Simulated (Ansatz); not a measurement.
Species: C8H13BO, SMILES `B[C@@H]1C[C@H]2C[C@@H]1[C@H](C=O)C2` (charge 0, multiplicity 1).

Task: Give a relaxed geometry from PBE0-D4/def2-SVP run with Ansatz (a program for electronic structure).

Result: Several could match; the one computed here: the end point of this relaxation, one of several conformers (outside a Z-matrix the atoms follow the SMILES, hydrogens last).
Z-matrix (Å, degrees):
```
C
H 1 1.1004
C 1 1.5329 2 117.05
H 3 1.1010 1 113.76 2 62.82
H 3 1.1015 4 108.95 1 126.74
C 3 1.5336 4 113.14 5 127.20
H 6 1.0995 3 116.06 4 -61.82
C 6 1.5364 7 113.72 3 117.97
H 8 1.1007 6 111.81 7 76.76
H 8 1.1008 9 107.01 6 121.69
C 6 1.5367 7 113.67 8 124.85
H 11 1.1000 6 112.37 7 -77.76
H 11 1.1006 12 107.97 6 -123.17
C 1 1.5404 2 113.62 3 -118.84
H 14 1.1208 1 107.62 2 46.43
C 11 1.5438 12 112.60 13 -120.52
H 16 1.1045 11 113.98 12 -2.49
C 16 1.5069 17 106.32 1 118.83
O 18 1.2022 16 125.59 17 131.93
H 18 1.1224 19 120.39 13 176.68
B 14 1.5489 15 95.70 1 123.72
H 21 1.2111 14 120.46 15 83.12
H 21 1.2127 22 118.48 14 174.40
```
